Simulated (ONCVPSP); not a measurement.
## Varying the ONCV potential for Ba (Z = 56)

Base potential:

barium (Ba), optimised norm-conserving Vanderbilt (ONCV), made with ONCVPSP 4.0.1 (PBEsol, scalar-relativistic). Core [Kr] 4d10, reference 5s2 5p6 6s2. Waves: 5s+6s: rc 2.25 bohr, ncon 3, nbas 6, qcut 5.1 1/bohr, 2 projectors; 5p: rc 3.10 bohr, ncon 4, nbas 7, qcut 4.1 1/bohr, 2 projectors, debl 1.7 Ha; d scattering state at 0.03 Ha: rc 2.45 bohr, ncon 4, nbas 8, qcut 3.4 1/bohr, 2 projectors, debl 3.2 Ha; f scattering state at 0.07 Ha: rc 2.90 bohr, ncon 4, nbas 9, qcut 4.4 1/bohr, 2 projectors, debl 1.6 Ha. Local part: polynomial inside 2.05 bohr (lpopt 5, dvloc0 3 Ha). Core correction: Teter function fitted to the true core (icmod 2), fcfact 0.75.

In the d channel the program set the typed energies aside and used 0.050, 3.250 Ha.

Cutoffs, loose and tight: the cutoffs (Ha) at which the residual kinetic energy of the hardest occupied pseudo-wave falls to 1 and 0.1 mHa per electron. They do not see the model core or the augmentation charge, which bear on the density cutoff. Test errors are all-electron minus pseudo excitation energies from the reference, over the configurations 5s2 5p6 6s1; 5s2 5p6 6s0; 5s2 5p6 6s1.5; 5s2 5p5 6s2. A dash means not determined; rows that change the core or the reference have their own tests.

For the base: The cutoffs count occupied waves only; projector 2 of the f channel, the hardest unoccupied one, needs 51 Ha at the loose tolerance.

A true bound ghost makes a file unfit for plane-wave use even where its test errors are small: the radial tests pick states by their node count and pass the ghost by.

| change | outcome | cutoff, loose | cutoff, tight | bound ghosts | GHOST(+) flags above zero | largest test error (meV) |
| --- | --- | --- | --- | --- | --- | --- |
| base | generated, projector energies reset by the program | 9.1 Ha | 11 Ha | none | f | -48 |
| d: ncon 5, nbas 9 | generated, projector energies reset by the program | 9.1 Ha | 11 Ha | none | f | -48 |
| functional LDA (Perdew-Wang 92); f: rc 2.25, qcut 5.7 | generated, projector energies reset by the program | 9.1 Ha | 11 Ha | none | f | -47 |
| s: nbas 7 | generated, projector energies reset by the program | 9.1 Ha | 11 Ha | none | f | -48 |

Q: What comes out with this change to the base: all radii but the core radius scaled by about 1.32 (s 2.98, p 4.10, d 3.24, f 3.84 bohr); local potential polynomial inside 2.72 bohr (lpopt 5, dvloc0 3 Ha)?

A: outcome: generated, projector energies reset by the program; cutoff, loose: 6.1 Ha; cutoff, tight: 7.8 Ha; bound ghosts: none; GHOST(+) flags above zero: f; largest test error (meV): -22.

Q: What comes out with this change to the base: local potential polynomial inside 2.05 bohr (lpopt 5, dvloc0 6.5 Ha)?

A: outcome: generated, projector energies reset by the program; cutoff, loose: 9.1 Ha; cutoff, tight: 11 Ha; bound ghosts: s; GHOST(+) flags above zero: f; largest test error (meV): -51.
